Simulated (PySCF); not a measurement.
How methods differ on the interval between two levels of Sr

Sr [Kr] 5s2 → Sr [Kr] 5p2 [3P2, M_J = 2], as a difference of total energies. All numbers are calculated (PySCF 2.14, the two-component X2C-1e Hamiltonian, in x2c-TZVPall-2c with one added diffuse shell each of s, p, d type (9s10p8d1f, 86 functions)). Correlated levels: [Ar] 3d10 frozen; the 6 highest virtual spinors dropped. "Screened" scales the spin-orbit matrix elements by Boettger's factors to mimic the two-electron term; Breit and QED terms are absent.

```json
{"method": "GHF (spin-free)", "interval between two levels (cm⁻¹)": "31410", "error (cm⁻¹)": "-4265"}
{"method": "GMP2 (spin-free)", "interval between two levels (cm⁻¹)": "37793", "error (cm⁻¹)": "+2118"}
{"method": "GHF (screened spin-orbit)", "interval between two levels (cm⁻¹)": "31553", "error (cm⁻¹)": "-4121"}
{"method": "GMP2 (screened spin-orbit)", "interval between two levels (cm⁻¹)": "37944", "error (cm⁻¹)": "+2269"}
```

Reference: 35675 cm⁻¹ (measured; NIST Handbook of Basic Atomic Spectroscopic Data (Sansonetti and Martin, J. Phys. Chem. Ref. Data 34, 1559 (2005))).

The spin-free rows relax to the high-spin LS determinant and lack the spin-orbit shift.

Errors of the correlated levels include the incompleteness of this basis and the frozen core.

The labels give the starting determinants; with spin-orbit coupling the two ends relaxed to ⟨J²⟩ = 0.00, ⟨L²⟩ = 0.01, ⟨S²⟩ = 0.01 and ⟨J²⟩ = 6.00, ⟨L²⟩ = 2.02, ⟨S²⟩ = 2.00.
